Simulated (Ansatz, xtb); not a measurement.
The molecule RhCl, multiplicity 3 (lowest of 2S+1 = 1, 3, 5 at CCSD(T)/def2-TZVPP on PBE0 minima; our sources give no spin for the ground state, which may be another). No spin–orbit coupling.

Constants: fifth-degree fit in 1/R to seven points, most abundant isotopes. In def2 and cc sets the state is the lowest found near the PBE0 minimum, followed along R.

Run with Ansatz (a quantum-chemistry and plane-wave program); xtb for the GFN methods.  In def2 rows elements past Kr take small-core potentials, without spin–orbit coupling. The GFN methods have no spin term and hold the electronic entropy of 300 K.

```
level                 r_e (Å)  ω_e (cm⁻¹)  ω_e x_e (cm⁻¹)  α_e (cm⁻¹)  dipole (D)
--------------------  -------  ----------  --------------  ----------  ----------
GFN1-xTB                2.178         375             1.3     0.00083           -
PBE/def2-TZVPP          2.207         363             1.4     0.00070        3.73
r2SCAN/def2-TZVPP       2.243         365             1.3     0.00064        4.64
B97M-V/def2-TZVPP       2.269         352             1.3     0.00062        4.84
B3LYP/def2-TZVPP        2.276         349             1.2     0.00062        4.83
PBE0/def2-TZVPP         2.253         361             1.3     0.00062        5.00
BHLYP/def2-TZVPP        2.299         346             1.1     0.00057        5.78
CAM-B3LYP/def2-TZVPP    2.269         359             1.2     0.00059        5.23
wB97X-V/def2-TZVPP      2.270         359             1.1     0.00058        5.51
wB97M-V/def2-TZVPP      2.277         354             1.1     0.00058        5.44
B2PLYP/def2-TZVPP       2.264         357             1.2     0.00061           -
```

Correlated levels freeze the inner cores; with def2 sets outer-core shells near the valence are correlated too.
